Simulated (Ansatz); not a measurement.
The cluster Na2Sb. The state is a doublet with charge 0. Geometry PBE0-D4/def2-TZVP; atoms count from 1.

```xyz
3

Na   -2.030   -0.763    0.115
Na    2.006   -0.419   -0.721
Sb    0.025    1.182    0.606
```

In the def2 sets Sb takes a core potential; there is no spin–orbit coupling. The structure comes from a short search, and lower isomers may exist.

(1) Estimate the Mulliken populations from the PBE0/def2-TZVP orbitals of Ansatz.

(2) Where does the spin sit?

(3) And the Mayer bond orders between bonded heavy atoms (over 0.3)?

## Answers

(1) 
```tsv
atom	charge (e)	spin (α − β)
Na1	0.32	-0.07
Na2	0.32	-0.07
Sb3	-0.64	1.14
```
Mulliken values and Mayer orders depend strongly on the basis.

(2) Summed by element: Na -0.14, Sb 1.14, of 1 unpaired in all. Largest on single atoms: Sb3 1.14, Na1 -0.07, Na2 -0.07.

(3) Na1–Sb3 0.95 (2.87 Å); Na2–Sb3 0.95 (2.87 Å).
